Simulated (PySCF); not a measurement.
Magnetisability: `N#CCC(F)=C=O`, C4H2FNO

Molfile (atoms numbered from 1):
```
C4H2FNO
     RDKit          3D

  9  8  0  0  0  0  0  0  0  0999 V2000
   -1.7006    2.0258    0.3474 N   0  0  0  0  0  0  0  0  0  0  0  0
   -1.2833    0.9930    0.0974 C   0  0  0  0  0  0  0  0  0  0  0  0
   -0.7283   -0.3093   -0.2068 C   0  0  0  0  0  0  0  0  0  0  0  0
    0.6662   -0.4365    0.3594 C   0  0  0  0  0  0  0  0  0  0  0  0
    0.7380   -0.8594    1.6525 F   0  0  0  0  0  0  0  0  0  0  0  0
    1.7416   -0.0794   -0.2883 C   0  0  0  0  0  0  0  0  0  0  0  0
    2.6532    0.2017   -0.9511 O   0  0  0  0  0  0  0  0  0  0  0  0
   -0.7185   -0.4509   -1.2901 H   0  0  0  0  0  0  0  0  0  0  0  0
   -1.3546   -1.0788    0.2544 H   0  0  0  0  0  0  0  0  0  0  0  0
  1  2  3  0
  2  3  1  0
  3  4  1  0
  4  5  1  0
  4  6  2  0
  6  7  2  0
  3  8  1  0
  3  9  1  0
M  END
```

Computed, not measured: PySCF, GIAO KT3/aug-pcSseg-1 magnetisability, rotational g tensor and spin-rotation constants, non-relativistic, gas phase. Geometry: GFN2-xTB.

Task: How diamagnetic is it, and how anisotropic?

Result: Isotropic -731 × 10⁻³⁰ J/T², or -44.0 × 10⁻⁶ cm³/mol; principal values -859, -777, -556 × 10⁻³⁰ J/T², anisotropy 272 × 10⁻³⁰ J/T² (root of half the summed squared differences of the principal values). The susceptibility is in cgs units.

Task: Split it along the inertial axes a, b, c into diamagnetic and paramagnetic parts about the centre of mass, with the quadrupole moment.

Result: 
| axis | χ (10⁻⁶ cm³/mol) | diamagnetic (10⁻⁶ cm³/mol) | paramagnetic (10⁻⁶ cm³/mol) | summed x² of all electrons (Å²) | quadrupole Θ (D Å) |
| --- | --- | --- | --- | --- | --- |
| a | -42.8 | -331.3 | 288.5 | 138.7 | -9.74 |
| b | -43.2 | -684.7 | 641.4 | 55.4 | +1.75 |
| c | -46.0 | -823.5 | 777.5 | 22.7 | +7.99 |

Anisotropies 2χaa − χbb − χcc = +3.7 and 2χbb − χaa − χcc = +2.3 × 10⁻⁶ cm³/mol. Θ is traceless in Buckingham's convention.

Task: And the rotational g tensor?

Result: 
```
axis  rotational constant (GHz)        g  nuclear part  electronic part
   a                     4.1957  -0.0499        0.5188          -0.5686
   b                     1.7965  -0.0267        0.5147          -0.5414
   c                     1.4386  -0.0220        0.5035          -0.5255
```
Asymmetric top; isotopes 12C, 19F, 1H, 14N, 16O; no vibrational averaging.
